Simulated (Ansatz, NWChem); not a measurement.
How methods differ on BCl3 (boron trichloride)

BCl3 has 4 atoms, charge 0, and is taken as a singlet. As SMILES, `ClB(Cl)Cl`. The coordinates come from a PBE0-D4/def2-TZVP relaxation.

Each level gives the vertical ionisation energy (to the doublet cation) (eV). The values are calculated.

```tsv
level	kind	program	value (eV)
HF/6-311+G**	Hartree–Fock	Ansatz	11.38
SVWN5/6-311+G**	LDA	Ansatz	11.02
PBE/6-311+G**	GGA	NWChem	10.86
r2SCAN/6-311+G**	meta-GGA	Ansatz	11.13
B3LYP/6-311+G**	global hybrid	Ansatz	11.28
wB97X/6-311+G**	range-separated hybrid	Ansatz	11.85
RPA@PBE/6-311+G**	RPA	Ansatz	10.73
CCSD/6-311+G**	coupled cluster or CI	Ansatz	11.55
```

The values span 10.73 to 11.85 eV.
